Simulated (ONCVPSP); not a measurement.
**zinc (Zn), ONCV: configuration errors across variants**

```
Element                 : Zn
Generator               : ONCVPSP 4.0.1
Type                    : optimised norm-conserving Vanderbilt (ONCV)
Functional              : PBEsol
Relativity              : scalar-relativistic
Frozen core             : [Ne]
Valence charge          : 20
Reference configuration : 3s2 3p6 3d10 (charge +2)
Partial waves           : 3s: rc 1.10 bohr, ncon 3, nbas 7, qcut 9.3 1/bohr, 2 projectors, debl 2.6 Ha; 3p: rc 0.70 bohr, ncon 4, nbas 7, qcut 11.9 1/bohr, 1 projector; 3d: rc 1.20 bohr, ncon 4, nbas 8, qcut 14.9 1/bohr, 1 projector
Local potential         : polynomial inside 0.65 bohr (lpopt 5, dvloc0 2 Ha)
Core correction         : polynomial model core, fcfact 0.75
```

In the s channel the program set the typed energies aside and used -5.504, 0.250 Ha.

All-electron excitation energies from the reference (eV): (1) 3s2 3p6 3d10 4s2 -28.249; (2) 3s2 3p6 3d10 4s1 -18.349; (3) 3s2 3p6 3d9 40.509.

1 further variants failed, have other tests or too few solved ones, and are left out.

Errors AE − PS in meV (a dash: test not solved or not reliable):

```csv
change,(1),(2),(3),bound ghosts,GHOST(+) flags above zero
base,+7.8,+3.7,-1.1,none,none
s: qcut 5.9; p: qcut 7.6; d: qcut 9.5,+12,+5.3,+11,none,s
s: qcut 7.7; p: qcut 9.8; d: qcut 12.3,+9.3,+4.3,+2.3,none,s
s: qcut 9.9; p: qcut 12.7; d: qcut 15.9,+7.3,+3.5,-1.9,none,none
s: qcut 11.2; p: qcut 14.3; d: qcut 18,+6.9,+3.3,-2.6,none,s
s: qcut 13; p: qcut 16.7; d: qcut 20.9,+6.0,+2.9,-3.6,none,none
```

Give the same row for: s: qcut 8.9; p: qcut 11.4; d: qcut 14.3.

+8.1, +3.8, -0.5; bound ghosts: none; GHOST(+) flags above zero: none.
